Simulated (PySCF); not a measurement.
Isomers of C10H17N, from PBE0-D3(BJ)/def2-SVP geometry optimisation, gas phase (PySCF 2.14.0). One conformer each, no zero-point energy, no frequencies.

Question: Which isomer lies lower at this level?
A. `[CH3:1][N:2]([CH3:3])/[C:4]1=[CH:5]/[CH2:6][CH2:7]/[CH:8]=[CH:9]\[CH2:10][CH2:11]1` with C4–C5–C6–C7 -28°, C5–C6–C7–C8 -51°, C6–C7–C8–C9 84°, C8–C9–C10–C11 -26°: A = 1749, B = 843.9, C = 648.5 MHz, dipole 0.97 D
B. `[CH3:1][N:2]([CH3:3])[C:4]1=[C:5]=[CH:6][CH2:7][CH2:8][CH2:9][CH2:10][CH2:11]1` with C5–C6–C7–C8 -74°, C6–C7–C8–C9 61°, C7–C8–C9–C10 -78°, C8–C9–C10–C11 113°: A = 1857, B = 775.9, C = 614.6 MHz, dipole 1.12 D

Answer: A. That is `CN(C)/C1=C/CC/C=C\CC1`, 11.2 kcal/mol below the other.

```csv
SMILES,mapped SMILES,E (Eh),relative (kcal/mol),relative (kJ/mol),dipole (D)
CN(C)/C1=C/CC/C=C\CC1,[CH3:1][N:2]([CH3:3])/[C:4]1=[CH:5]/[CH2:6][CH2:7]/[CH:8]=[CH:9]\[CH2:10][CH2:11]1,-445.16918,0.0,0.0,0.97
CN(C)C1=C=CCCCCC1,[CH3:1][N:2]([CH3:3])[C:4]1=[C:5]=[CH:6][CH2:7][CH2:8][CH2:9][CH2:10][CH2:11]1,-445.15125,11.2,47.1,1.12
```

As drawn, the higher has cumulated double bonds, which the lower lacks.
